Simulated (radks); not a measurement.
All-electron atom: Sm II in [Xe] 4f6 6s1 (the NIST ground configuration). Calculated with a radial shooting solver on a logarithmic mesh with Libxc functionals: scalar-relativistic Kohn-Sham, HCTH/407, spin-polarised, spherical densities, finite nucleus; open shells are filled with parallel spins first (spin-orbit coupling, left out, can overturn this in heavy ions); Fermi nuclear charge, rms radius 5.0819 fm.

Unscreened Slater integrals over Kohn-Sham orbitals (hartree). They are taken over the spin-up orbitals.

integral      value
F0(6s,6s)   0.23331
F0(6s,4f)   0.30149
G3(6s,4f)  0.012234
F0(6s,5p)   0.28901
G1(6s,5p)  0.022062
F0(6s,5s)   0.29347
G0(6s,5s)  0.011830
F0(4f,4f)   0.97689
F2(4f,4f)   0.45071
F4(4f,4f)   0.28020
F6(4f,4f)   0.20087
F0(4f,5p)   0.65129
F2(4f,5p)   0.23440
G2(4f,5p)   0.13379
G4(4f,5p)   0.10079
F0(4f,5s)   0.73167
G3(4f,5s)   0.15135
F0(5p,5p)   0.55154
F2(5p,5p)   0.29639
F0(5p,5s)   0.59150
G1(5p,5s)   0.39437
F0(5s,5s)   0.64400

Derived for the open shells (J is the average intra-shell exchange parameter used in DFT+U). 4f: F4/F2 = 0.622, F6/F2 = 0.446, J = (286 F2 + 195 F4 + 250 F6)/6435 = 0.03633 hartree.
